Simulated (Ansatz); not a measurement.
How methods differ on C2H8GaN (SMILES [CH3][Ga]([CH3])[NH2])

The species is C2H8GaN (12 atoms), meant as a singlet with charge 0. As SMILES, `[CH3][Ga]([CH3])[NH2]`. Geometry: relaxed at PBE0-D4/def2-TZVP.

```
atom    x (Å)    y (Å)    z (Å)
   C  -0.4966   1.7951  -0.3831
  Ga  -0.0788  -0.0979  -0.0520
   C   1.4423  -0.7830   0.9894
   N  -1.2068  -1.3332  -0.7791
   H  -1.3899   1.9103  -0.9990
   H  -0.6593   2.3233   0.5599
   H   0.3361   2.2901  -0.8892
   H   1.4143  -0.3972   2.0116
   H   1.4434  -1.8733   1.0341
   H   2.3877  -0.4567   0.5484
   H  -2.0172  -1.1049  -1.3294
   H  -1.0982  -2.3280  -0.6775
```

Quantity: the vertical ionisation energy (to the doublet cation), in eV. The values are calculated.

```
          level                   kind  program  value (eV)  less CCSD(T)/cc-pVDZ  CPU time (all runs)
     HF/cc-pVDZ           Hartree–Fock   Ansatz        7.63                 -1.29                 23 s
 revPBE/cc-pVDZ                    GGA   Ansatz        8.71                 -0.21                 51 s
 r2SCAN/cc-pVDZ               meta-GGA   Ansatz        8.90                 -0.02              2.4 min
  B3LYP/cc-pVDZ          global hybrid   Ansatz        9.03                 +0.11                 68 s
   PBE0/cc-pVDZ          global hybrid   Ansatz        9.03                 +0.11                 70 s
    MP2/cc-pVDZ    perturbation theory   Ansatz        9.04                 +0.12                 26 s
CCSD(T)/cc-pVDZ  coupled cluster or CI   Ansatz        8.92                  0.00              6.7 min
   CCSD/cc-pVDZ  coupled cluster or CI   Ansatz        8.85                 -0.07              4.6 min
```

CCSD(T)/cc-pVDZ is the highest level here, not the true value. All-electron rows without a relativistic Hamiltonian named are non-relativistic. The values span 7.63 to 9.04 eV. In the correlated wave-function rows the outer d shell of Ga is correlated, in sets not made for it. Times are those of the runs behind each value, whatever else they computed, on shared processors of several kinds: orders of magnitude only.
